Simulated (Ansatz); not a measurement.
`C[SiH2]/C=[C](/[GeH3])[InH2]` at its PBE0-D4/def2-TZVP geometry, where that method's forces vanish. Charge 0, multiplicity 1. In: def2 effective core potential.

| atom | x (Å) | y (Å) | z (Å) |
| --- | --- | --- | --- |
| C1 | -0.938 | 1.623 | 2.261 |
| Si2 | 0.293 | 0.372 | 1.630 |
| C3 | -0.362 | -0.779 | 0.329 |
| C4 | 0.117 | -0.722 | -0.924 |
| Ge5 | -0.605 | -1.919 | -2.277 |
| In6 | 1.693 | 0.724 | -1.332 |
| H7 | -1.755 | 1.117 | 2.784 |
| H8 | -1.366 | 2.194 | 1.434 |
| H9 | -0.470 | 2.319 | 2.961 |
| H10 | 1.410 | 1.119 | 0.914 |
| H11 | 0.943 | -0.330 | 2.771 |
| H12 | -1.151 | -1.492 | 0.593 |
| H13 | -1.690 | -2.825 | -1.659 |
| H14 | -1.215 | -1.103 | -3.434 |
| H15 | 0.518 | -2.791 | -2.871 |
| H16 | 3.334 | 0.198 | -1.295 |
| H17 | 1.244 | 2.297 | -1.886 |

Problem. For each bond, give half the difference of the two atoms' forces along it (eV/Å; positive pushes the atoms apart) under PBE-D4, r2SCAN-D4, B3LYP-D4, ωB97M-V in def2-TZVPP. (Estimate.)

Solution. Computed: 
| bond | length (Å) | PBE-D4 | r2SCAN-D4 | B3LYP-D4 | ωB97M-V |
| --- | --- | --- | --- | --- | --- |
| C1–Si2 | 1.865 | 0.00 | 0.00 | 0.10 | 0.04 |
| C1–H7 | 1.093 | 0.11 | -0.01 | -0.04 | -0.04 |
| C1–H8 | 1.092 | 0.10 | -0.01 | -0.04 | -0.04 |
| C1–H9 | 1.092 | 0.10 | -0.01 | -0.04 | -0.05 |
| Si2–C3 | 1.856 | -0.11 | -0.07 | 0.05 | 0.08 |
| Si2–H10 | 1.522 | 0.09 | 0.00 | -0.09 | -0.10 |
| C3–C4 | 1.343 | 0.32 | 0.22 | -0.04 | 0.01 |
| C3–H12 | 1.096 | 0.06 | -0.02 | -0.07 | -0.07 |
| C4–Ge5 | 1.945 | -0.05 | -0.04 | 0.08 | 0.09 |
| C4–In6 | 2.178 | -0.03 | 0.02 | 0.15 | 0.02 |
| Ge5–H13 | 1.542 | 0.08 | -0.04 | -0.02 | -0.09 |
| Ge5–H15 | 1.541 | 0.06 | -0.05 | -0.02 | -0.08 |
| In6–H16 | 1.724 | 0.05 | -0.04 | -0.02 | -0.07 |
| In6–H17 | 1.726 | 0.05 | -0.03 | -0.01 | -0.07 |

B3LYP here is the variant with VWN-RPA as its local correlation; programs differ in this.
